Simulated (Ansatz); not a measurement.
Calculated with Ansatz (gas phase, PBE0-D4/def2-TZVP geometries, no zero-point term in ΔE). CBS: MP2 limit from def2 TZ/QZ plus the TZ coupled-cluster correction, frozen cores. This one scheme is used for every species. One conformer a species, not always the lowest.

Consider the silylene formation by 1,1-elimination: `C=C([SiH3])C[SiH3]` → `C=CC[SiH3]` + `[SiH2]`.

`C=C([SiH3])C[SiH3]`:

Z-matrix (Å, degrees):
```
Si
C 1 1.870
H 1 1.488 2 111.3
H 1 1.490 2 109.6 3 118.4
H 1 1.485 2 109.5 3 -121.2
C 2 1.501 1 118.8 3 -57.1
C 2 1.334 1 119.1 3 122.8
Si 6 1.888 2 111.5 1 88.9
H 6 1.095 2 111.7 1 -32.3
H 6 1.096 2 111.0 1 -151.6
H 7 1.085 2 121.9 1 -1.3
H 7 1.089 2 121.7 1 178.5
H 8 1.486 6 109.2 2 64.5
H 8 1.486 6 110.6 2 -55.3
H 8 1.489 6 110.1 2 -175.7
```

`C=CC[SiH3]`:

Cartesian coordinates in Å:
```
C -1.788 -0.799 -0.600
C -1.071 0.219 -0.140
C 0.327 0.541 -0.538
Si 1.548 0.096 0.831
H -1.394 -1.477 -1.351
H -2.792 -0.989 -0.242
H -1.511 0.868 0.615
H 0.439 1.610 -0.746
H 0.613 -0.002 -1.443
H 1.557 -1.374 1.046
H 2.921 0.543 0.468
H 1.152 0.763 2.101
```

`[SiH2]`:

Cartesian coordinates in Å:
```
Si -0.082 -0.374 0.600
H -0.548 0.999 0.126
H 0.630 -0.625 -0.726
```

```
             species  CCSD(T)/CBS(def2) energy (Eh)
`C=C([SiH3])C[SiH3]`                     -698.30281
        `C=CC[SiH3]`                     -408.02402
            `[SiH2]`                     -290.19011
```

Task: Work out ΔE.

Result: ΔE = (-408.02402) + (-290.19011) − (-698.30281) = 0.08868 Eh = +55.6 kcal/mol.

Largest T1 diagnostic among the species: 0.014.

The D4 term adds +4.6 kcal/mol with B3LYP and +2.6 kcal/mol with PBE0; it sums over pairs of atoms, weighted by their polarisabilities, and B3LYP, whose exchange is more repulsive, gets the larger term. From BLYP to BHLYP (50 % exact exchange), in def2-TZVPP and without D4, ΔE moves by +5.9 kcal/mol. In def2-TZVPP, CCSD(T) changes the Hartree–Fock value by +5.1 kcal/mol (the triples alone add +1.5 kcal/mol) and MP2 by +10.4 kcal/mol.

B3LYP here is the variant with VWN-RPA as its local correlation; programs differ in this.
